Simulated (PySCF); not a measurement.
H2ISi, SMILES [SiH2]I, multiplicity 2. Coordinates come from a B3LYP-D3(BJ)/def2-TZVP optimisation. The isomer is the one that the SMILES or the coordinates give; other isomers of the formula were not compared. The def2 effective core potentials stand for the cores of I; spin–orbit coupling is left out.

Level of theory: PySCF with B3LYP-D3(BJ)/def2-TZVP.

Harmonic wavenumbers (cm⁻¹): 350, 579, 657, 913, 2173, 2213. Rotational constants (GHz): 129.6, 3.329, 3.284; symmetry number 1.

Task: Work out the zero-point energy and the ideal-gas rigid-rotor harmonic-oscillator thermochemistry at 298.15 K and 1 atm.

Result: ZPE = ½ Σ hcν = ½ × 6884 cm⁻¹ = 9.84 kcal/mol. H − E(el) = 12.66 kcal/mol. Entropy in cal/(mol K): translation 41.06, rotation 22.94, vibration 2.15, spin 1.38, total 67.53. G − E(el) = -7.47 kcal/mol. Cp = 12.01 cal/(mol K).
